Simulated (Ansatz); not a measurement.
Ansatz (a program for electronic structure) input (B3LYP-D3(BJ)/def2-TZVP):

Ansatz 0.2 input:
```yaml
crystal:
  periodic: [false, false, false]
  atoms:
    - {symbol: C, position_ang: [-1.37602877, -0.10211196, -0.08500382]}
    - {symbol: C, position_ang: [-0.77486056, -1.35818214, 0.00434142]}
    - {symbol: C, position_ang: [0.58212645, -1.39574584, 0.09096729]}
    - {symbol: C, position_ang: [1.38330982, -0.29715952, 0.09600690]}
    - {symbol: C, position_ang: [0.78670641, 0.95890874, 0.00760252]}
    - {symbol: C, position_ang: [-0.59127535, 1.03807452, -0.08229823]}
    - {symbol: Br, position_ang: [3.28533833, -0.42856066, 0.22115537]}
    - {symbol: H, position_ang: [-2.45120626, -0.03129652, -0.15568540]}
    - {symbol: H, position_ang: [-1.37087723, -2.25740805, 0.00445390]}
    - {symbol: H, position_ang: [1.40320109, 1.84551894, 0.00954833]}
    - {symbol: H, position_ang: [-1.05791180, 2.00933962, -0.15309128]}
basis:
  gaussian:
    orbitals: def2-TZVP
hamiltonian:
  xc: b3lyp
  dispersion: d3bj
magnetization: {spin_polarized: true, initial_magnetization: 1}
relax: {f_tol: 0.002, max_steps: 150}
```

Output:

```
Functional definition: B3LYP
integrals: 0.24 GiB planned
1669 factors; their error is unknown
0.36 GiB of the device are held for the grids
1.82 GiB of device memory are held for the factors and their scratch space
mean field: 2.00 GiB planned
mean field evaluation 1: about -76305.6421 eV, gradient 6.7e1 eV
mean field evaluation 2: about -76072.3507 eV, gradient 2.0e2 eV
mean field evaluation 4: about -76330.5909 eV, gradient 2.4e1 eV
mean field evaluation 8: about -76333.7707 eV, gradient 4.6e-1 eV
mean field evaluation 16: about -76334.1008 eV, gradient 8.6e-3 eV
mean field -76334.10081920 eV, -2805.2264639939 hartree, gradient 4.2e-5 eV, S^2 0.757251; 0 other end points of the search recorded, 0 dependent functions left out
the calculation of the forces begins
reference -76334.10109630 eV, -2805.2264741768 hartree; 38, 37 occupied and 220, 221 virtual orbitals, 1669 factors
relax step   1: F+E_penalty+E_count = -76334.70152316 eV  Δ(F+E_penalty+E_count) = +0.000e0 eV  max|allowed force component| = 3.554e-1 eV/Å  Δτ_max = 0.0000 Å  (43 SCF iters, accepted)
these checks for a lower state are left out or cut short: starts, cluster_reference, orbital_swaps, neighbouring_geometries, increment
integrals: 0.24 GiB planned
1669 factors; their error is unknown
0.36 GiB of the device are held for the grids
1.82 GiB of device memory are held for the factors and their scratch space
mean field: 1.99 GiB planned
mean field evaluation 32: about -76334.1104 eV, gradient 1.7e-5 eV
mean field -76334.11042220 eV, -2805.2268168973 hartree, gradient 1.7e-5 eV, S^2 0.757387; 0 other end points of the search recorded, 0 dependent functions left out
the calculation of the forces begins
reference -76334.11069975 eV, -2805.2268270971 hartree; 38, 37 occupied and 220, 221 virtual orbitals, 1669 factors
relax step   2: F+E_penalty+E_count = -76334.71009264 eV  Δ(F+E_penalty+E_count) = -8.569e-3 eV  max|allowed force component| = 1.307e-1 eV/Å  Δτ_max = 0.0197 Å  (43 SCF iters, accepted)
these checks for a lower state are left out or cut short: starts, cluster_reference, orbital_swaps, neighbouring_geometries, increment
integrals: 0.24 GiB planned
1669 factors; their error is unknown
0.36 GiB of the device are held for the grids
1.82 GiB of device memory are held for the factors and their scratch space
mean field: 1.99 GiB planned
mean field -76334.11191292 eV, -2805.2268716805 hartree, gradient 1.4e-5 eV, S^2 0.757441; 0 other end points of the search recorded, 0 dependent functions left out
the calculation of the forces begins
reference -76334.11219066 eV, -2805.2268818872 hartree; 38, 37 occupied and 220, 221 virtual orbitals, 1669 factors
relax step   3: F+E_penalty+E_count = -76334.71119589 eV  Δ(F+E_penalty+E_count) = -1.103e-3 eV  max|allowed force component| = 1.701e-2 eV/Å  Δτ_max = 0.0087 Å  (42 SCF iters, accepted)
these checks for a lower state are left out or cut short: starts, cluster_reference, orbital_swaps, neighbouring_geometries, increment
integrals: 0.24 GiB planned
1669 factors; their error is unknown
0.36 GiB of the device are held for the grids
1.82 GiB of device memory are held for the factors and their scratch space
mean field: 1.99 GiB planned
mean field -76334.11194734 eV, -2805.2268729454 hartree, gradient 2.3e-5 eV, S^2 0.757432; 0 other end points of the search recorded, 0 dependent functions left out
the calculation of the forces begins
reference -76334.11222508 eV, -2805.2268831520 hartree; 38, 37 occupied and 220, 221 virtual orbitals, 1669 factors
relax step   4: F+E_penalty+E_count = -76334.71124496 eV  Δ(F+E_penalty+E_count) = -4.908e-5 eV  max|allowed force component| = 5.388e-3 eV/Å  Δτ_max = 0.0018 Å  (40 SCF iters, accepted)
these checks for a lower state are left out or cut short: starts, cluster_reference, orbital_swaps, neighbouring_geometries, increment
integrals: 0.24 GiB planned
1669 factors; their error is unknown
0.36 GiB of the device are held for the grids
1.82 GiB of device memory are held for the factors and their scratch space
mean field: 2.00 GiB planned
mean field -76334.11195900 eV, -2805.2268733736 hartree, gradient 2.3e-5 eV, S^2 0.757433; 0 other end points of the search recorded, 0 dependent functions left out
the calculation of the forces begins
reference -76334.11223674 eV, -2805.2268835804 hartree; 38, 37 occupied and 220, 221 virtual orbitals, 1669 factors
relax step   5: F+E_penalty+E_count = -76334.71124653 eV  Δ(F+E_penalty+E_count) = -1.566e-6 eV  max|allowed force component| = 6.660e-4 eV/Å  Δτ_max = 0.0007 Å  (40 SCF iters, accepted)
integrals: 0.24 GiB planned
1669 factors; their error is unknown
0.36 GiB of the device are held for the grids
1.82 GiB of device memory are held for the factors and their scratch space
mean field: 2.00 GiB planned
mean field evaluation 64: about -76330.6343 eV, gradient 2.4e1 eV
mean field -76334.11195900 eV, -2805.2268733736 hartree, gradient 2.1e-5 eV, S^2 0.757433; 1 other end points of the search recorded, 0 dependent functions left out
the calculation of the forces begins
reference -76334.11223674 eV, -2805.2268835804 hartree; 38, 37 occupied and 220, 221 virtual orbitals, 1669 factors
Total energy: -76334.71152427 eV, -2805.2489069911 hartree
Atom 0 at    -1.379870    -0.105952    -0.085236 Å, force     0.000520     0.000257    -0.000107 eV/Å
Atom 1 at    -0.778320    -1.365521     0.004592 Å, force     0.000575     0.000180     0.000046 eV/Å
Atom 2 at     0.587922    -1.386231     0.091313 Å, force    -0.000319     0.000121    -0.000169 eV/Å
Atom 3 at     1.394478    -0.287502     0.096650 Å, force     0.000347     0.000075     0.000244 eV/Å
Atom 4 at     0.791281     0.966836     0.007070 Å, force     0.000404    -0.000596    -0.000253 eV/Å
Atom 5 at    -0.594797     1.042827    -0.083285 Å, force    -0.000666     0.000516     0.000304 eV/Å
Atom 6 at     3.290618    -0.457053     0.222644 Å, force    -0.000553    -0.000008     0.000105 eV/Å
Atom 7 at    -2.457428    -0.030390    -0.156128 Å, force     0.000138    -0.000081     0.000021 eV/Å
Atom 8 at    -1.370561    -2.271459     0.004786 Å, force    -0.000091    -0.000197    -0.000039 eV/Å
Atom 9 at     1.400209     1.861008     0.008571 Å, force    -0.000309    -0.000261    -0.000243 eV/Å
Atom 10 at    -1.065009     2.014815    -0.152980 Å, force    -0.000045    -0.000005     0.000093 eV/Å
Dipole moment:    -0.427600     0.176824    -0.034153 e Å
```

It need not be the lowest isomer of its formula.
